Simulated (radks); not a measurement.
The numbers below are computed, except where a source is named.
All-electron atom: Mo II in [Kr] 4d5. Level of theory: scalar-relativistic Kohn-Sham, LDA (Slater exchange, Perdew-Wang correlation), spin-unpolarised, spherical densities, finite nucleus; Fermi nuclear charge, rms radius 4.4091 fm (a radial shooting solver on a logarithmic mesh with Libxc functionals).

Unscreened Slater integrals over Kohn-Sham orbitals (cm^-1).

integral,value
"F0(4d,4d)",105900
"F2(4d,4d)",51350
"F4(4d,4d)",32962
"F0(4d,4p)",125490
"F2(4d,4p)",58177
"G1(4d,4p)",70925
"G3(4d,4p)",42758
"F0(4d,4s)",129560
"G2(4d,4s)",49315
"F0(4d,3d)",147130
"F2(4d,3d)",23561
"F4(4d,3d)",9822.6
"G0(4d,3d)",7364.9
"G2(4d,3d)",8220.9
"G4(4d,3d)",6169.1
"F0(4p,4p)",159780
"F2(4p,4p)",83537
"F0(4p,4s)",168240
"G1(4p,4s)",113510
"F0(4p,3d)",207950
"F2(4p,3d)",47495
"G1(4p,3d)",15229
"G3(4p,3d)",14682
"F0(4s,4s)",178330
"F0(4s,3d)",227780
"G2(4s,3d)",18696
"F0(3d,3d)",481200
"F2(3d,3d)",236760
"F4(3d,3d)",150360

Derived for the open shells (J is the average intra-shell exchange parameter used in DFT+U). 4d: Racah B = F2/49 - 5 F4/441 = 674.3 cm^-1, C = 35 F4/441 = 2616 cm^-1, C/B = 3.88, F4/F2 = 0.642, J = (F2 + F4)/14 = 6022 cm^-1.
